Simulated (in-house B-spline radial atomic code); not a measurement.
Computed with a B-spline radial atomic code. Model: two electrons, singlet ground state, non-relativistic, full CI in B-splines with partial waves to l = 8 (at full coupling up to 3e-4 hartree above the limit, correlation up to 0.6 % small), density held at that of full coupling by Lieb maximisation.

Along the adiabatic connection the electron repulsion is scaled by a coupling λ while a local potential keeps the density fixed. At λ = 0 the system is the Kohn-Sham one and W equals the exchange energy; the exchange-correlation energy is the area under W between 0 and 1. The kinetic energy rises with λ as the electrons avoid each other, with dT/dλ = −λ dW/dλ.

Command:
```bash
python run_ac.py task.json out
```
Settings (lengths in bohr, energies in hartree):
```
potential              coulomb
strength               1.95
lmax                   8
wall_radius            0.582
```

Run time, properties included: 2.8 s on 1 thread of Intel(R) Xeon(R) Processor @ 2.30GHz (shared host).

**W = mean repulsion less Hartree energy, and W of three functionals.**

Given: confinement point charge; nuclear charge 1.95; hard wall radius 0.582 bohr; external potential -Z/r.

Computed: LDA exchange minus exact 462.68 millihartree; SCAN exchange minus exact -4.4727 millihartree.

| coupling | W xc (hartree) | W xc minus exchange (millihartree) | kinetic minus Kohn-Sham (millihartree) | LDA (PW92) W minus its exchange (millihartree) | PBE W minus its exchange (millihartree) | SCAN W minus its exchange (millihartree) |
| --- | --- | --- | --- | --- | --- | --- |
| 0 | -3.2735 | 0 | 0 | 0 | 0 | 0 |
| 0.02 | -3.2755 | -2.048 | 0 | -14.92 | -3.21 | -1.95 |
| 0.05 | -3.2786 | -5.109 | 0.1 | -31.7 | -8.01 | -4.84 |
| 0.12 | -3.2857 | -12.195 | 0.7 | -63.47 | -19.07 | -11.49 |
| 0.25 | -3.2986 | -25.159 | 3.1 | -110.86 | -39.03 | -23.55 |
| 0.4 | -3.3133 | -39.805 | 7.9 | -156.22 | -61.13 | -37.08 |
| 0.6 | ? | ? | ? | ? | ? | ? |
| 0.8 | -3.3508 | -77.296 | 30.3 | -252.99 | -115.68 | -71.5 |
| 1 | -3.3687 | -95.225 | 46.4 | -293.46 | -140.89 | -87.92 |
| 1.4 | ? | ? | ? | ? | ? | ? |
| 2 | -3.4509 | -177.46 | 168.8 | -454.13 | -251.34 | -163.42 |
| 3 | -3.5224 | -248.9 | 346.6 | -574.98 | -342.72 | -229.86 |
| 4.5 | -3.6131 | -339.65 | 684.7 | -715.85 | -455.73 | -316.28 |
| 7 | -3.7316 | -458.12 | 1358.6 | -889.3 | -602.08 | -433.78 |
| 10 | -3.8368 | -563.34 | 2245 | -1040.2 | -734.23 | -543.71 |

Question: What belongs in the row 0.6?

Answer: W xc (hartree): -3.3323; W xc minus exchange (millihartree): -58.83; kinetic minus Kohn-Sham (millihartree): 17.4; LDA (PW92) W minus its exchange (millihartree): -207.88; PBE W minus its exchange (millihartree): -89.14; SCAN W minus its exchange (millihartree): -54.57.

Question: What belongs in the row 1.4?

Answer: W xc (hartree): -3.403; W xc minus exchange (millihartree): -129.55; kinetic minus Kohn-Sham (millihartree): 87.5; LDA (PW92) W minus its exchange (millihartree): -364.51; PBE W minus its exchange (millihartree): -187.9; SCAN W minus its exchange (millihartree): -119.36.

Question: What is the PBE exchange minus exact?

Answer: 147.57 millihartree.

**Energy parts, natural occupations and partial-wave weights.**

Computed: total energy 15.0968 hartree; correlation energy -0.048806 hartree; kinetic part of the DFT correlation energy 0.046419 hartree; initial slope twice GL2 -0.10255 hartree; kinetic part over minus potential part 0.48747; Kohn-Sham kinetic 29.947 hartree; Lieb Oxford ratio E_xc over LDA exchange 1.182.

```json
{"natural": "s", "occupation of the shell (electrons)": "1.998"}
{"natural": "p", "occupation of the shell (electrons)": "0.0017949"}
{"natural": "d", "occupation of the shell (electrons)": "9.1263e-05"}
{"natural": "s", "occupation of the shell (electrons)": "8.9881e-05"}
{"natural": "p", "occupation of the shell (electrons)": "?"}
{"natural": "f", "occupation of the shell (electrons)": "1.2574e-05"}
```

Question: What belongs in the row p?

Answer: occupation of the shell (electrons): 1.4775e-05.

```json
{"wave": "s", "weight": "0.99904"}
{"wave": "p", "weight": "0.00090521"}
{"wave": "d", "weight": "4.7421e-05"}
{"wave": "f", "weight": "?"}
{"wave": "g", "weight": "1.5961e-06"}
```

Question: What belongs in the row f?

Answer: weight: 6.7975e-06.

Question: What is the Hartree energy?

Answer: 6.5469 hartree.

Question: What is the exchange energy?

Answer: -3.2735 hartree.

Half-way to full coupling W has made 52 % of its drop, against 50 % for a straight line, and second-order (GL2) theory, half the initial slope, overshoots the correlation energy by about 5 %: correlation is weak here. Over couplings 0 to 1 the errors in E_xc come to about +339 millihartree for LDA, +123 millihartree for PBE, -0.9 millihartree for SCAN, so SCAN is nearest. In LDA and PBE and SCAN the errors of exchange and correlation have opposite signs, so the sum is smaller than the larger of the two.
